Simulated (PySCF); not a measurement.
NMR data simulated for an unnamed compound:

¹H NMR (600 MHz, computed): δ 6.43 (m, 1H), 5.88 (m, 1H), 5.85 (m, 1H), 5.76 (m, 1H), 2.79 (s, 3H), 0.21 (br s, 2H), -0.04 (br s, 1H).

¹³C{¹H} NMR (computed): δ 36.1 (CH3).

[PySCF: structure optimised with GFN2-xTB; shieldings: GIAO PBE0/pcSseg-1; rapidly exchanging positions averaged; relativity neglected; a single conformation; no solvent model]

Chemical shifts δ = σref − σ; TMS for ¹H and ¹³C, all at this level.

Which of these does the molecule contain: an N-methyl group, a tert-butyl group, a non-aromatic C=C double bond, a carboxylic acid, a Si–H bond, an NH or NH2 group?

## Answers


- An N-methyl group: yes (δC 36.1; δH 2.79 (s)).
- A tert-butyl group: no.
- A non-aromatic C=C double bond: no.
- A carboxylic acid: no.
- A Si–H bond: yes (δH 5.88 (m)).
- An NH or NH2 group: yes (δH -0.04 (br s)).

The data belong to SMILES CN[Si@@H]1[SiH2]O[Si@H]1N, CH₁₀N₂OSi₃; they needn't prove each group on their own.

Carbon signals by region: 1 below 50 ppm.

The OH or NH signal is concentration- and solvent-dependent in practice; the value given is the gas-phase one. Shifts are as computed. Against solution values, carbons near 30 ppm lie about +3 ppm off and those near 130 ppm about +5 ppm. Of 1211 compounds with measured shifts, 218 miss one by over three times the rms of a fit or turn the order of signals round; such compounds aren't used in these exercises. No couplings were computed; multiplicities are counted from neighbouring protons, with m where these are inequivalent, close in shift, in a saturated or five-membered ring or joined by F or P, and br s for small geminal =CH2 splittings.
